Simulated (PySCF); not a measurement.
# Magnetic susceptibility: `C(C=C)[C@H]1CBCC1`, C$_{7}$H$_{13}$B

Geometry:
```
atom   x (Å)   y (Å)   z (Å)
  C1   3.201   0.528   0.881
  C2   2.331   0.070   0.000
  C3   1.101  -0.703   0.352
  C4  -0.178   0.089   0.054
  C5  -0.405   0.385  -1.440
  B6  -1.962   0.526  -1.602
  C7  -2.600   0.020  -0.255
  C8  -1.443  -0.656   0.497
  H9   4.071   1.092   0.589
 H10   3.081   0.354   1.938
 H11   2.477   0.261  -1.055
 H12   1.123  -0.958   1.414
 H13   1.082  -1.634  -0.222
 H14  -0.126   1.042   0.592
 H15  -0.078  -0.478  -2.030
 H16   0.197   1.226  -1.786
 H17  -2.532   0.926  -2.540
 H18  -2.936   0.896   0.311
 H19  -3.471  -0.631  -0.336
 H20  -1.571  -0.636   1.579
 H21  -1.371  -1.701   0.185
```

Method: GIAO BLYP/6-31G* magnetisability, rotational g tensor and spin-rotation constants, non-relativistic, gas phase (PySCF 2.14.0). Geometry: GFN2-xTB.

Q: What are the magnetisability and the molar susceptibility?

A: Isotropic -1234 × 10⁻³⁰ J/T², or -74.3 × 10⁻⁶ cm³/mol; principal values -1462, -1173, -1068 × 10⁻³⁰ J/T², anisotropy 353 × 10⁻³⁰ J/T² (root of half the summed squared differences of the principal values). The susceptibility is in cgs units.

Q: Split it along the inertial axes a, b, c into diamagnetic and paramagnetic parts about the centre of mass, with the quadrupole moment.

A: 
| axis | χ (10⁻⁶ cm³/mol) | diamagnetic (10⁻⁶ cm³/mol) | paramagnetic (10⁻⁶ cm³/mol) | summed x² of all electrons (Å²) | quadrupole Θ (D Å) |
| --- | --- | --- | --- | --- | --- |
| a | -70.6 | -368.3 | 297.6 | 264.5 | -3.35 |
| b | -65.0 | -1232.8 | 1167.7 | 60.8 | +0.57 |
| c | -87.3 | -1380.2 | 1292.9 | 26.0 | +2.78 |

Anisotropies 2χaa − χbb − χcc = +11.1 and 2χbb − χaa − χcc = +27.9 × 10⁻⁶ cm³/mol. Θ is traceless in Buckingham's convention.

Q: And the rotational g tensor?

A: 
```tsv
axis	rotational constant (GHz)	g	nuclear part	electronic part
a	5.1408	-0.0456	0.6732	-0.7188
b	1.0896	-0.0137	0.5840	-0.5977
c	0.9691	-0.0027	0.5860	-0.5886
```
Asymmetric top; isotopes 11B, 12C, 1H; no vibrational averaging.
